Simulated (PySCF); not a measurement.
**Electronic structure of P²⁺ (phosphorus, charge +2) at the UHF level**

Configuration: [Ne] 3s2 4s1, 2S determinant (an excited configuration). All numbers are calculated (PySCF 2.14, the spin-free X2C one-electron Hamiltonian (Gaussian nucleus), in x2c-QZVPPall with one added diffuse shell each of s, p, d, f type (10s7p5d3f1g, 86 functions)).

| Property | Result |
| --- | --- |
| Total energy | -339.938258 hartree |
| One-electron energy | -456.8503 hartree |
| Hartree (Coulomb) energy | 138.7929 hartree |
| Exchange energy | -21.8808 hartree |
| ⟨S²⟩ | 0.7501 |
| ⟨L²⟩ | 0.000 |
| Sum of ⟨r⟩ | 11.68 bohr |
| Sum of ⟨r²⟩ | 28.39 bohr² |
| Langevin diamagnetic susceptibility | -22.5 ×10⁻⁶ cm³/mol |

```json
{"shell": "1s α", "electrons": "1", "mean orbital energy (eV)": "-2214.3", "rms radius, mean of both spins (bohr)": "0.120"}
{"shell": "1s β", "electrons": "1", "mean orbital energy (eV)": "-2214.2", "rms radius, mean of both spins (bohr)": "0.120"}
{"shell": "2s α", "electrons": "1", "mean orbital energy (eV)": "-236.56", "rms radius, mean of both spins (bohr)": "0.558"}
{"shell": "2s β", "electrons": "1", "mean orbital energy (eV)": "-236.35", "rms radius, mean of both spins (bohr)": "0.558"}
{"shell": "2p α", "electrons": "3", "mean orbital energy (eV)": "-177.79", "rms radius, mean of both spins (bohr)": "0.538"}
{"shell": "2p β", "electrons": "3", "mean orbital energy (eV)": "-177.70", "rms radius, mean of both spins (bohr)": "0.538"}
{"shell": "3s α", "electrons": "1", "mean orbital energy (eV)": "-43.145", "rms radius, mean of both spins (bohr)": "1.81"}
{"shell": "3s β", "electrons": "1", "mean orbital energy (eV)": "-42.639", "rms radius, mean of both spins (bohr)": "1.81"}
{"shell": "4s α", "electrons": "1", "mean orbital energy (eV)": "-15.131", "rms radius, mean of both spins (bohr)": "4.41"}
```

The outer electron is Rydberg-like, and this basis confines it to a smaller radius and binds it less than a complete one would.

Densities and radii are taken from the X2C orbitals without a picture-change correction, which distorts them close to the nucleus.
